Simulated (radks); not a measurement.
Effect of the nuclear size on the ytterbium ion Yb+, [Xe] 4f14 6s1. All-electron calculation, Dirac Kohn-Sham, LDA (Slater exchange, Perdew-Wang correlation), spin-unpolarised, spherical densities, finite nucleus; Fermi nuclear charge, rms radius 5.3108 fm. Program: a radial shooting solver on a logarithmic mesh with Libxc functionals. The rms radius is varied about that value; shifts are against it.

| rms radius (fm) | total energy shift (eV) | density at nucleus (e/bohr^3) | 1s1/2 shift (meV) | 2s1/2 shift (meV) | 5s1/2 shift (meV) | 5p1/2 shift (meV) | 6s1/2 shift (meV) | 4f7/2 shift (meV) | 6p1/2 (empty) shift (meV) |
|---|---|---|---|---|---|---|---|---|---|
| 4.7744 | -7.56 | 1.057e+06 | -3090 | -420 | -3.36 | 0.167 | -0.272 | 0.416 | 0.073 |
| 5.0187 | -4.19 | 1.04e+06 | -1710 | -232 | -1.86 | 0.092 | -0.151 | 0.230 | 0.040 |
| 5.3108 | 0 | 1.022e+06 | 0.000 | 0.000 | 0.000 | 0.000 | 0.000 | 0.000 | 0.000 |
| 5.5498 | 3.55 | 1.009e+06 | 1450 | 197 | 1.58 | -0.078 | 0.128 | -0.195 | -0.034 |
| 6.3411 | 16.1 | 9.681e+05 | 6560 | 891 | 7.14 | -0.354 | 0.578 | -0.883 | -0.154 |

Slopes of the eigenvalues against <r^2> in GHz/fm^2, as finite differences over the two radii next to the reference (eigenvalue slopes, not the field-shift constants of lines): 1s1/2 136000, 2s1/2 18500, 5s1/2 148, 5p1/2 -7.35, 6s1/2 12.0, 4f7/2 -18.3, 6p1/2 (empty) -3.20.
